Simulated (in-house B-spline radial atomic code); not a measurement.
Radial electron density of the tungsten ion W⁶⁺, [Kr] 4d10 4f14 5s2 5p5 6g1. Level of theory: Dirac-Hartree-Fock, average of configuration, Fermi nucleus of rms radius 5.3658 fm; calculated with a B-spline radial code for spherical atoms.

Columns: r (bohr), 4πr²n(r) (electrons per bohr), bar.

```
0.000556      3.1 #
0.000707    4.555 #
0.000898    6.634 ##
 0.00114    9.577 ###
 0.00145    13.73 ####
 0.00185    19.51 ######
 0.00235     27.1 #########
 0.00299    36.99 ############
  0.0038    49.13 ################
 0.00483    63.19 #####################
 0.00614    78.08 ##########################
 0.00781    91.81 ##############################
 0.00993    101.6 #################################
  0.0126      105 ##################################
   0.016    101.7 #################################
  0.0204    95.15 ###############################
  0.0259    93.02 ##############################
   0.033    102.3 #################################
  0.0419    120.9 #######################################
  0.0533    134.7 ############################################
  0.0678    128.9 ##########################################
  0.0862    110.4 ####################################
    0.11    105.7 ###################################
   0.139    120.1 #######################################
   0.177    119.5 #######################################
   0.225    87.07 ############################
   0.287    63.61 #####################
   0.364    71.84 #######################
   0.463    73.75 ########################
   0.589    51.16 #################
   0.749     28.2 #########
   0.953    16.76 #####
    1.21    9.795 ###
    1.54     3.97 #
    1.96   0.9615 
    2.49   0.2255 
    3.17   0.1062 
    4.03 0.004652 
    5.12  0.08965 
    6.51   0.2402 
    8.28   0.1295 
    10.5  0.01801 
    13.4 0.0004854 
      17 2.197e-06 
    21.6 1.091e-09
```

On this grid the curve has 5 maxima, near 0.0126, 0.0533, 0.139, 0.463, 6.51 bohr.

The 6g7/2 radial function P(r) = rR(r), positive near the nucleus, with its small component Q(r) (sign convention: Q ≈ (P' + κP/r)/2c):

| r (bohr) | P | Q |
| --- | --- | --- |
| 0.225 | 0.0009781 | 0.0001134 |
| 0.364 | 0.004049 | 0.0002739 |
| 0.589 | 0.0146 | 0.0006002 |
| 0.953 | 0.05244 | 0.001334 |
| 1.54 | 0.173 | 0.002543 |
| 2.49 | 0.3592 | 0.00237 |
| 4.03 | 0.06812 | -0.001067 |
| 6.51 | -0.4901 | -0.001146 |
| 10.5 | -0.1343 | 7.774e-05 |
| 17 | -0.001484 | 3.082e-06 |
